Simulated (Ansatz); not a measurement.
Relaxation of GaH3Se (5 atoms, charge 0, multiplicity 1), to a largest force component of 0.02 eV/Å in at most 50 steps.

The calculation used Ansatz 0.2.0, UKS revPBE/def2-mTZVP.

```xyz
5
Properties=species:S:1:pos:R:3
Ga -0.460 -0.579 -0.231
Se 0.169 1.246 -0.287
H -0.426 -1.213 0.948
H -0.925 2.012 -1.034
H 1.522 0.847 0.321
```

Task: Where does it end, and by what steps?

Result: The forces met the threshold. The force dipped under the threshold on the way, but the program's further checks kept it going. After 24 steps the energy has fallen by 6.455 eV; H5 moved furthest, 2.10 Å. The start is strongly strained (largest force component 11 eV/Å), so its close contacts needn't be bonds. Parted: Ga1–H3, Se2–H5. Joined: H3–H5.

| step | energy less start (eV) | largest force component (eV/Å) | accepted |
| --- | --- | --- | --- |
| 0 | 0.0000 | 11.110 | yes |
| 1 | -2.7366 | 2.223 | yes |
| 2 | -3.2528 | 0.890 | yes |
| 3 | -3.3935 | 0.944 | yes |
| 4 | -3.5836 | 0.872 | yes |
| 5 | -3.8496 | 0.610 | yes |
| 6 | -4.1616 | 0.564 | yes |
| 7 | -4.5027 | 0.624 | yes |
| 8 | -4.8149 | 0.640 | yes |
| 9 | -5.1221 | 1.205 | yes |
| 10 | -5.4768 | 0.801 | yes |
| 11 | -5.8262 | 1.232 | yes |
| 12 | -6.1151 | 0.617 | yes |
| 13 | -6.2416 | 1.776 | yes |
| 14 | -6.3457 | 0.172 | yes |
| 15 | -6.4050 | 0.090 | yes |
| 16 | -6.4321 | 0.135 | yes |
| 17 | -6.4468 | 0.056 | yes |
| 18 | -6.4503 | 0.056 | yes |
| 19 | -6.4531 | 0.071 | yes |
| 20 | -6.4544 | 0.006 | yes |
| 21 | -6.4550 | 0.063 | yes |
| 22 | -6.4551 | 0.081 | yes |
| 23 | -6.4553 | 0.024 | yes |
| 24 | -6.4554 | 0.010 | yes |

```xyz
5
Properties=species:S:1:pos:R:3
Ga -1.694 0.037 -0.968
Se -0.398 2.125 -0.556
H 1.363 -1.556 1.684
H -1.076 2.695 -1.763
H 1.685 -0.988 1.319
```

Whether the end is a true minimum wasn't checked by a vibrational analysis.

The run took 43 s on 2 threads of Arm Neoverse V2 (shared host), peak memory 0.18 GiB.
